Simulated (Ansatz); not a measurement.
Input file for Ansatz (a first-principles code): R-B3LYP-D3(BJ)/def2-TZVP on CH6O3Si (SMILES C[Si](O)(O)O).

Ansatz 0.2 input:
```yaml
crystal:
  periodic: [false, false, false]
  atoms:
    - {symbol: C, position_ang: [1.14170000, -0.31240000, -0.79970000]}
    - {symbol: Si, position_ang: [-0.37640000, 0.10300000, 0.26370000]}
    - {symbol: O, position_ang: [-1.74900000, -0.41360000, -0.44420000]}
    - {symbol: O, position_ang: [-0.51130000, 1.70950000, 0.49370000]}
    - {symbol: O, position_ang: [-0.27850000, -0.60130000, 1.72870000]}
    - {symbol: H, position_ang: [1.02240000, 0.04110000, -1.81960000]}
    - {symbol: H, position_ang: [2.04340000, 0.14410000, -0.40210000]}
    - {symbol: H, position_ang: [1.31440000, -1.38360000, -0.84620000]}
    - {symbol: H, position_ang: [-1.98610000, -1.33310000, -0.37310000]}
    - {symbol: H, position_ang: [-0.88590000, 2.24420000, -0.19950000]}
    - {symbol: H, position_ang: [0.26530000, -0.19790000, 2.39820000]}
basis:
  gaussian:
    orbitals: def2-TZVP
hamiltonian:
  xc: b3lyp
  dispersion: d3bj
relax: {f_tol: 0.004, max_steps: 120}
scf: {lower_state_search: off}
```

Task: What total energy does the run end on?

Result: -557.2255 hartree.

Task: How many basis functions does it have, and what does it roughly cost on one machine?

Result: 197 functions; very roughly 90 core-seconds.
